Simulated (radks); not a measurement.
Valence configurations of Eu II (all share [Xe]). Calculated with a radial shooting solver on a logarithmic mesh with Libxc functionals: Dirac Kohn-Sham, LDA (Slater exchange, Perdew-Wang correlation), spin-unpolarised, spherical densities, finite nucleus; open shells fill j = l - 1/2 first; Fermi nuclear charge, rms radius 5.1115 fm. Energies are relative to 4f7 6s1; eigenvalues in eV.

valence          E (eV)  e(4f5/2)  e(4f7/2)  e(5d3/2)  e(6p1/2)  e(6s1/2)
4f7 6s1           0.000    -9.339    -8.723         -         -    -8.777
4f7 5d0.5 6s0.5   0.692    -8.401    -7.786    -6.862         -    -8.345
4f6.5 6s1.5       0.701   -13.128   -12.482         -         -    -9.534
4f7 5d1           1.476    -7.536    -6.922    -6.262         -         -
4f7 6s0.5 6p0.5   1.524    -9.880    -9.263         -    -6.034    -9.090
4f7 5d0.5 6p0.5   2.163    -8.938    -8.323    -7.286    -5.723         -
4f8               2.323    -3.793    -3.235         -         -         -
4f6 6s2           3.027   -17.377         -         -         -   -10.274
4f6 5d1 6s1       3.282   -15.005         -    -8.814         -    -9.381
4f6 6s1 6p1       6.564   -18.423         -         -    -7.265   -10.838

NIST lists [Xe] 4f7 6s1 as the ground configuration; this level of theory agrees among the configurations tried. The energies are those of spherical spin-averaged densities, not of single terms.
